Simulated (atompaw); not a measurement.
## Logarithmic derivatives: zirconium, PAW (atompaw)

```
Element                 : Zr (Z = 40)
Generator               : atompaw 4.2.0.5
Type                    : PAW
Functional              : LDA (PW92)
Relativity              : scalar-relativistic
Frozen core             : [Kr]
Valence charge          : 4
Reference configuration : 4d2 5s2 5p0
Partial waves           : 5s (bound): rc 3.00 bohr; 5s channel at 0.35 Ry: rc 3.00 bohr; 5p (bound, empty): rc 3.00 bohr; 5p channel at 2.35 Ry: rc 3.00 bohr; 4d (bound): rc 1.80 bohr; 4d channel at 1.95 Ry: rc 1.80 bohr
Local potential         : troulliermartins scheme with l = 3 at 0 Ry, radius 2.15 bohr
Core correction         : smooth core density matched at 2.95 bohr
Augmentation charge     : sinc compensation charge, radius 2.95 bohr; PAW radius 3.00 bohr; waves and projectors: custom rrkj vanderbiltortho
```

The phase is arctan(r·u′/u) with u = r·R(r), unwrapped; energies in Ry, scanned from -2 to 5 Ry. A pole is an energy at which the radial function vanishes at the test radius. The pseudo phase is shifted by a multiple of π to meet the all-electron one at the reference energy, and phase errors are pseudo minus all-electron; the curves can meet again beyond the range given. Levels narrower than the energy grid can be missing from the lists of poles.

```tsv
channel	radius (bohr)	reference energy (Ry)	poles, all-electron	poles, pseudo	unbroken range about the reference energy with phases within 0.05 rad	phase error 1 Ry above the reference energy (rad)
s	3.02	-0.34	1.64	1.62, 4.79	below 2.9	-0.000
p	3.02	-0.11	2.63	-1.33, 2.63	-1.2 to 4.5	-0.000
d	3.02	-0.27	0.13, 4.51	0.13, 4.52	the whole range	+0.000
```

Note: ghost states, extra bound levels that the all-electron valence spectrum of the same l lacks: s at -108.7 eV, p at -18.5 eV. A true bound ghost makes a file unfit for plane-wave use.

Phases in the d channel:

| E (Ry) | all-electron | pseudo |
| --- | --- | --- |
| -2.00 | 1.321 | 1.321 |
| -1.76 | 1.300 | 1.300 |
| -1.52 | 1.272 | 1.272 |
| -1.28 | 1.232 | 1.232 |
| -1.04 | 1.168 | 1.168 |
| -0.80 | 1.044 | 1.044 |
| -0.56 | 0.683 | 0.683 |
| -0.32 | -0.673 | -0.672 |
| -0.08 | -1.392 | -1.392 |
| 0.16 | -1.590 | -1.590 |
| 0.40 | -1.690 | -1.690 |
| 0.64 | -1.766 | -1.766 |
| 0.88 | -1.840 | -1.840 |
| 1.12 | -1.930 | -1.930 |
| 1.36 | -2.059 | -2.059 |
| 1.60 | -2.284 | -2.284 |
| 1.84 | -2.734 | -2.734 |
| 2.08 | -3.461 | -3.461 |
| 2.32 | -4.004 | -4.004 |
| 2.56 | -4.273 | -4.273 |
| 2.80 | -4.415 | -4.415 |
| 3.04 | -4.502 | -4.502 |
| 3.28 | -4.561 | -4.561 |
| 3.52 | -4.604 | -4.604 |
| 3.76 | -4.638 | -4.637 |
| 4.00 | -4.665 | -4.665 |
| 4.24 | -4.689 | -4.688 |
| 4.48 | -4.710 | -4.709 |
| 4.72 | -4.729 | -4.729 |
| 4.96 | -4.748 | -4.747 |
